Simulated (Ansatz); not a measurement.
The cluster Ru₃⁺, relaxed as a sextet with UKS PBE-D4/def2-TZVP in Ansatz, starting from the PBE-D4/def2-TZVP geometry of the charge +1 doublet. Force threshold 0.02 eV/Å.

In the def2 sets Ru takes a core potential; there is no spin–orbit coupling. The charge 1 sextet is spin-contaminated (final ⟨S²⟩ up to 9.40, 8.75 for a pure state). At PBE0-D4/def2-TZVP a doublet of charge 1 lies 0.07 eV below the sextet, each at its own geometry. The structure comes from a short search, and lower isomers may exist.

Start:

```csv
atom,x (Å),y (Å),z (Å)
Ru1,-0.800,-0.816,0.238
Ru2,-0.074,1.167,0.914
Ru3,0.873,-0.351,-1.151
```

```
        step  energy (eV)  largest force component (eV/Å)  SCF passes
           1   -7741.1386                           0.753          74
           2   -7741.1976                           1.116          98
           3   -7741.2347                           0.451          51
4 (rejected)   -7741.1833                           0.901         118
5 (rejected)   -7741.2216                           0.699          61
           6   -7741.2441                           0.076          45
           7   -7741.2451                           0.052          43
           8   -7741.2461                           0.011          44
```

Force components are those of the run's own axes.

End:

```xyz
3

Ru   -0.874   -0.890    0.262
Ru    0.014    1.121    0.790
Ru    0.860   -0.230   -1.051
```

By distances, no bond broke or formed. The bond that changes most is Ru2–Ru3, from 2.73 to 2.44 Å (atoms count from 1).

No frequencies were taken in this run, so the end may be a saddle point.

Run time 38 s (4 threads of Intel Xeon on a shared host).
